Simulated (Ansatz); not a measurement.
Born–Oppenheimer molecular dynamics of F3H3HfOSi (9 atoms, charge 0, multiplicity 1). It starts from a relaxed structure.

Computed with Ansatz, RHF/def2-SVP.

```yaml
ensemble: NVT, Nosé–Hoover chain
time_step: 0.5 fs
steps_asked: 250
set_temperature: 300 K
thermostat: time constant 100 fs, chain length 1
seed: 777345
```

First frame:

```xyz
9
Properties=species:S:1:pos:R:3
Hf 0.063 0.129 0.098
F 0.467 0.777 1.858
F 1.695 -0.270 -0.826
F -0.907 1.471 -0.869
O -1.013 -1.477 0.229
Si -1.931 -2.853 0.326
H -1.891 -3.373 1.709
H -3.327 -2.538 -0.044
H -1.391 -3.869 -0.601
```

Q: What does the run give?

A: The run went to its last step.

```json
{
 "steps done": "250",
 "time covered": "125 fs",
 "mean temperature over the second half": "236 K",
 "spread of the potential energy over the second half": "3.3 meV per atom",
 "mean potential energy of the second half above the start": "13.0 meV per atom"
}
```

The conserved energy stayed within 0.079 meV per atom of its start (net change 0.071 meV per atom), so the integration is sound. The mean temperature of the second half is 21 % below the set value. A run of 0.12 ps of so small a system gives no equilibrium averages.

Q: What happens to the structure?

A: The same pairs are bonded in the first frame and the last. Pairs count as bonded within 1.25 times the sum of covalent radii (0.12 Å more for H–H). This is one draw of velocities; another would differ in detail.

Q: How do temperature and energy run in time?

A: 
| time (fs) | T (K) | potential energy less start (eV) | conserved less start (meV/atom) |
| --- | --- | --- | --- |
| 0 | 300 | 0.000 | 0.00 |
| 6 | 241 | 0.054 | 0.03 |
| 12 | 189 | 0.101 | 0.05 |
| 18 | 187 | 0.104 | 0.05 |
| 24 | 191 | 0.102 | 0.05 |
| 30 | 176 | 0.117 | 0.03 |
| 36 | 150 | 0.141 | 0.01 |
| 42 | 148 | 0.145 | 0.01 |
| 48 | 149 | 0.147 | 0.04 |
| 54 | 115 | 0.181 | 0.06 |
| 60 | 104 | 0.194 | 0.06 |
| 66 | 148 | 0.158 | 0.03 |
| 72 | 191 | 0.124 | 0.02 |
| 78 | 244 | 0.083 | 0.01 |
| 84 | 238 | 0.096 | 0.02 |
| 90 | 209 | 0.132 | 0.06 |
| 96 | 253 | 0.102 | 0.07 |
| 102 | 278 | 0.091 | 0.05 |
| 108 | 275 | 0.104 | 0.02 |
| 114 | 265 | 0.123 | 0.01 |
| 120 | 287 | 0.115 | 0.03 |

Run time: 8.9 min on 2 threads of Arm Neoverse V1, with other jobs on the host, peak memory 0.27 GiB.
